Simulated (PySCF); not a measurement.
Cyclo-(GeH2)3.
Structure used (PBE0-D3(BJ)/def2-SVP), in Å, numbered top down from 1:
```xyz
9
Ge3H6 angstrom
Ge     0.1004   -0.9198    1.0631
H      0.3259   -0.4989    2.5219
H     -0.0325   -2.4396    0.8926
Ge    -1.2301    0.5295   -0.3713
H     -2.1525   -0.1212   -1.4120
H     -1.8140    1.8200    0.2193
Ge     1.1780    0.3681   -0.7007
H      1.7034   -0.3702   -1.9394
H      2.0542    1.5628   -0.2991
```

Theory: TDDFT CAM-B3LYP/def2-SVPD, vertical, gas phase, core orbitals frozen in the response (PySCF 2.14.0, density-fitted response routines). Relativistic effects, spin–orbit coupling among them, are left out although an element past zinc is present.

Computed states:

```
state  E (eV)       f
   S1    5.06  0.0000
   S2    5.08  0.0000
   S3    5.09  0.0000
   S4    5.31  0.0048
   S5    5.34   0.091
   S6    5.35   0.090
   S7    5.85  0.0013
   S8    5.85  0.0011
   S9    6.34   0.333
  S10    6.35   0.334
  S11    7.02   0.084
  S12    7.03   0.083
  S13    7.56  0.0000
  S14    7.74  0.0001
  S15    7.74  0.0001
```

Each state is given a Gaussian of 0.25 eV full width at half maximum, with ε(max) = 2.175×10⁸ f / Δν̃ (Δν̃ the width in cm⁻¹). The width is an assumption, not a result. The curve ends short of the highest state used, and states not computed would add to its high-energy end.

**Question.** Give the broadened spectrum and its maxima.

**Answer.** 
(E (eV), ε (L mol⁻¹ cm⁻¹)): (4.69, 0), (4.77, 0), (4.86, 2), (4.94, 17), (5.03, 244), (5.11, 1678), (5.19, 6716), (5.28, 16346), (5.36, 19782), (5.45, 12474), (5.53, 4542), (5.62, 766), (5.70, 179), (5.79, 227), (5.87, 258), (5.96, 249), (6.04, 1197), (6.13, 9178), (6.21, 31856), (6.30, 65589), (6.38, 68177), (6.47, 36124), (6.55, 11237), (6.64, 1557), (6.72, 428), (6.81, 2295), (6.89, 7970), (6.97, 15728), (7.06, 17154), (7.14, 10142)

Maxima: 232 nm (5.35 eV), ε about 20000, made up of S5 (49%) and S6 (49%); 212 nm (5.85 eV), ε about 260, made up of S7 (53%) and S8 (46%); 195 nm (6.35 eV), ε about 72000, made up of S9 (50%) and S10 (50%); 176 nm (7.03 eV), ε about 18000, made up of S11 (50%) and S12 (50%) (ε in L mol⁻¹ cm⁻¹; maxima over ε = 5, shares over 10%).

**Question.** On this curve, what absorbance would a 10⁻⁴ mol/L sample give at 222 nm over a 1 cm path?

**Answer.** 222 nm is 5.585 eV, where ε is about 1600 L mol⁻¹ cm⁻¹, so A = ε c l ≈ 0.16 (Beer–Lambert, with the gas-phase spectrum and the assumed width).

**Question.** Coming from long wavelengths, where does ε first pass 100 L mol⁻¹ cm⁻¹?

**Answer.** At about 248 nm (5.00 eV), 0.06 eV below S1.

**Question.** What would ε be at 6.35 eV, the highest of these maxima, with half the width (0.125 eV)?

**Answer.** About 143000 L mol⁻¹ cm⁻¹ against 71900, a factor of about 1.99; a lone state at its own centre would give exactly 2.

All these states lie below the vertical ionisation energy of 8.61 eV (ΔSCF).

One conformer stands for the species.
